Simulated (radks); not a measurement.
The mean radii <r> (bohr) of the occupied orbitals of an atom or ion are listed with their occupations. Method: scalar-relativistic Kohn-Sham, exchange-only LDA, spin-polarised, spherical densities, point nucleus; computed with a radial shooting solver on a logarithmic mesh with Libxc functionals.

orbital  occ.      <r>
1s          2  0.01658
2s          2  0.06904
2p          6  0.06224
3s          2   0.1658

Name the element and its charge. Open shells, if any, are filled with parallel spins first.

Answer. Z = 80, mercury, charge +68: Hg68+ in [Ne] 3s2. The 1s radius gives Z: for a bare nucleus <r> = (2 gamma + 1)/(2Z) with gamma = sqrt(1 - (Z/c)^2), 0.0164 bohr for Z = 80, and screening makes it slightly larger (0.01658 here). The occupations add up to 12, and the charge is Z minus that.
